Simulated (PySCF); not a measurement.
**Different ions with H2O ligands: square pyramidal complexes compared**

All values are computed with PySCF: state-averaged CASSCF of the d shell with SC-NEVPT2, spin-free X2C, triple-zeta basis on the metal and double-zeta on the ligands, mean-field spin-orbit coupling; model geometries with bond lengths from ionic radii.

```json
{"complex": "[Ti(H2O)5]2+", "point group": "C2v", "M–L / Å": "2.16", "L–M–L / ° (cis)": "88–100", "solvent": "none"}
{"complex": "[Ni(H2O)5]2+", "point group": "C2v", "M–L / Å": "1.99", "L–M–L / ° (cis)": "88–100", "solvent": "none"}
{"complex": "[Mn(H2O)5]3+", "point group": "C2v", "M–L / Å": "1.95", "L–M–L / ° (cis)": "88–100", "solvent": "none"}
{"complex": "[Cr(H2O)5]3+", "point group": "C2v", "M–L / Å": "1.92", "L–M–L / ° (cis)": "88–100", "solvent": "none"}
```

(1) Rank by the spin-orbit constant ζ, lowest first.
A. [Ni(H2O)5]2+
B. [Mn(H2O)5]3+
C. [Cr(H2O)5]3+
D. [Ti(H2O)5]2+

(2) What are the ground states and moments?

The square pyramidal shape is imposed. Real complexes may take another, with another ground state.

Answers

(1) D (116 cm⁻¹), C (256 cm⁻¹), B (340 cm⁻¹), A (650 cm⁻¹).

(2) 
```
     complex  shell  ground state (NEVPT2)  total orbital splitting (CASSCF fit) / cm⁻¹  μeff(300 K) / μB
[Ti(H2O)5]2+     d2                    3B2                                        14818              2.87
[Ni(H2O)5]2+     d8                    3A1                                         8807              3.45
[Mn(H2O)5]3+     d4                    5A1                                        16442              4.88
[Cr(H2O)5]3+     d3                    4A1                                        19954              3.82
```
